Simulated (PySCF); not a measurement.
## Correlation energy of La (lanthanum, neutral)

[Xe] 5d3, high-spin 4F determinant (an excited configuration). All numbers are calculated (PySCF 2.14, scalar relativity through the core potential, in def2-QZVPPD with the def2 core potential (46 electrons)). Frozen: nothing; 11 electrons correlated.

| level | correlation energy (mhartree) |
| --- | --- |
| CCSD | -244.80 |
| (T) | -9.18 |
| CCSD(T) | -253.98 |

Diagnostics: T1 = 0.0079, D1 = 0.0135, largest double amplitude 0.028.

Spin-orbit coupling, absent here, splits the open shell strongly.

Cost of the coupled-cluster step: of the order of 40 core-seconds, for 11 correlated electrons.

The basis has no tight functions for the innermost shells, so their pair energies are far from complete.
